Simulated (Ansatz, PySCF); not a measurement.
Al(Cl)(Br)(OMe) (CH3AlBrClO), SMILES C[O][Al]([Cl])[Br]. Atoms are numbered in the order given.

```xyz
8

Al    -0.2203    -0.5369     0.1036
Cl    -0.5293    -1.5115     1.9238
Br     0.6506     1.5324     0.0545
O     -0.6421    -1.3426    -1.3101
C     -0.6398    -1.1493    -2.7024
H     -0.0199    -1.9237    -3.1844
H     -1.6676    -1.2410    -3.0918
H     -0.2451    -0.1581    -2.9879
```
Charge 0, spin multiplicity 1.

Geometry: TPSSh-D3(BJ)/def2-SVP. The structure was generated by enumeration; whether it is a known compound was not checked. One conformer was computed; it need not be the lowest.

Vertical ionisation energy (IE) and electron affinity (EA) in eV. Rows of orbital energies are one-electron estimates. Where ΔSCF, EOM or ADC give a negative EA the extra electron is unbound and the value depends on the basis.

```
level                                                                   IE     EA
-------------------------------------------------------------------  -----  -----
−ε(HOMO), −ε(LUMO), ωB97X/def2-TZVP (PySCF)                          11.03  -0.94
−ε(HOMO), −ε(LUMO), PBE/def2-TZVP (PySCF)                                …      …
ΔSCF, PBE0/def2-SVPD (Ansatz), final states of multiplicity 2 and 2  10.61  -0.03
ΔSCF, PBE/def2-SVPD (Ansatz), final states of multiplicity 2 and 2   10.03   0.11
```

Q: Complete the blanks. (An estimate is asked for; the answer gives what the named calculation found.)

A: 
- −ε(HOMO), −ε(LUMO), PBE/def2-TZVP (PySCF), IE: 7.08
- −ε(HOMO), −ε(LUMO), PBE/def2-TZVP (PySCF), EA: 1.91

Q: What vertical singlet–triplet gap does ΔSCF give with PBE0/def2-SVPD (Ansatz, an electronic-structure program) and with PBE/def2-SVPD (Ansatz)? (Estimate from the structure and the level; the computed values follow.)

A: 5.91 and 5.22 eV (triplet above singlet where positive).
